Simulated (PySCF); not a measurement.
**TaH₃ + 2 HCl → TaH₅ + Cl₂**

Level: PBE0 in the def2-TZVP basis family, computed in PySCF with density fitting; scalar-relativistic core potentials for atoms from Rb on, none lighter, no spin–orbit coupling; open shells unrestricted.

| species | state and structure | E (Eh) | ZPE (kJ/mol) | H(298 K) − H(0) (kJ/mol) | S° (J/(mol K)) |
| --- | --- | --- | --- | --- | --- |
| TaH₃ | triplet, C2v, Ta–H 1.779 Å (×2), Ta–H 1.799 Å; H–Ta–H 116.6°, H–Ta–H 121.7° (×2) | -58.65244 | 41.9 | 12.4 | 266.0 |
| HCl | singlet, C∞v, H–Cl 1.279 Å | -460.66440 | 17.9 | 8.7 | 186.6 |
| TaH₅ | singlet, C4v, Ta–H 1.754 Å (×4), Ta–H 1.790 Å; H–Ta–H 77.3° (×4), H–Ta–H 118.0° (×4), H–Ta–H 124.0° (×2) | -59.86993 | 83.0 | 13.8 | 261.6 |
| Cl₂ | singlet, D∞h, Cl–Cl 1.982 Å | -920.08940 | 3.5 | 9.1 | 222.5 |

**Question.** What is the electronic reaction energy?

**Answer.** At PBE0/def2-TZVP, ΔE = 57.5 kJ/mol from the differences of the total energies times 2625.5, uphill. 

**Question.** Add zero-point, thermal and entropy terms for 298.15 K and 1 bar.

**Answer.** ΔZPE = 8.8 and Δ[H(298) − H(0)] = -6.9 kJ/mol give ΔH° = 59.4 kJ/mol. ΔS° = -155.1 J/(mol K), so ΔG° = 59.4 − 298.15 × (-0.1551) = 106 kJ/mol and log₁₀K = -18.5.

Spin–orbit coupling can matter for TaH₃, TaH₅ and is left out. Open d or f shells are single determinants, so the state found may not be the ground state. Each species is the lowest minimum found with this bonding; other isomers or fragments can lie lower.
